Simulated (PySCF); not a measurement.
PySCF input for SiFCl₂, SMILES F[Si](Cl)Cl, multiplicity 2, IEF-PCM-PBE0/def2-SVP. Geometry: PBE0-D3(BJ)/def2-SVP.

```python
import numpy as np
from pyscf import gto, scf, dft
from pyscf.solvent import pcm

mol = gto.M(
    atom='''
    Si    0.46628637    0.38603677    0.00000000
    F    -0.30365469    1.80715448    0.00000000
    Cl   -0.11162109   -0.63732074   -1.68515848
    Cl   -0.11162109   -0.63732074    1.68515848
    ''',
    basis='def2-SVP',
    charge=0,
    spin=1,
    max_memory=1600,
    verbose=3,
)
mf = dft.UKS(mol, xc='pbe0').density_fit(auxbasis='def2-universal-jkfit')
mf.grids.level = 3
mf.conv_tol = 1e-9
mf.max_cycle = 100
mf.kernel()
fine, coarse = mf.grids, dft.Grids(mol).set(level=1).build(with_non0tab=True)
for _ in range(3):  # follow internal instabilities
    mf.grids = coarse
    mo, _, stable, _ = mf.stability(return_status=True, nroots=4)
    mf.grids = fine
    if stable:
        break
    mf.kernel(mf.make_rdm1(mo, mf.mo_occ))
res = {}
for name, eps in {'water': 78.355, 'diethylether': 4.24, 'ethylethanoate': 5.9867}.items():
    s = mf.PCM()
    s.with_solvent.method, s.with_solvent.eps, s.with_solvent.lebedev_order = 'IEF-PCM', eps, 29
    s.kernel(mf.make_rdm1())
    res[name] = (s.e_tot, eps, s.dip_moment(), s.mo_energy, s.converged)
    print(f'{name}: electrostatic solvation free energy {(s.e_tot - mf.e_tot) * 627.509474:.3f} kcal/mol')
```

Output:

```

WARN: HOMO -0.194313480258974 >= LUMO -0.194313480258974

converged SCF energy = -1308.86673151293  <S^2> = 0.75182756  2S+1 = 2.0018267
<class 'pyscf.df.df_jk.DFUKS'> wavefunction is stable in the internal stability analysis

WARN: PCM is an experimental feature. It is still in testing.
Features and APIs may be changed in the future.

converged SCF energy = -1308.8687640856  <S^2> = 0.75179576  2S+1 = 2.001795
Dipole moment(X, Y, Z, Debye):  1.23849, -0.19905, -0.00000
water: electrostatic solvation free energy -1.275 kcal/mol

WARN: PCM is an experimental feature. It is still in testing.
Features and APIs may be changed in the future.

converged SCF energy = -1308.86810802772  <S^2> = 0.75180638  2S+1 = 2.0018056
Dipole moment(X, Y, Z, Debye):  1.16368, -0.20577, -0.00000
diethylether: electrostatic solvation free energy -0.864 kcal/mol

WARN: PCM is an experimental feature. It is still in testing.
Features and APIs may be changed in the future.

converged SCF energy = -1308.86829202723  <S^2> = 0.75180344  2S+1 = 2.0018026
Dipole moment(X, Y, Z, Debye):  1.18429, -0.20408, -0.00000
ethylethanoate: electrostatic solvation free energy -0.979 kcal/mol
```

The calculation finished and met its thresholds.

Cost: around 30 core-seconds (rough).
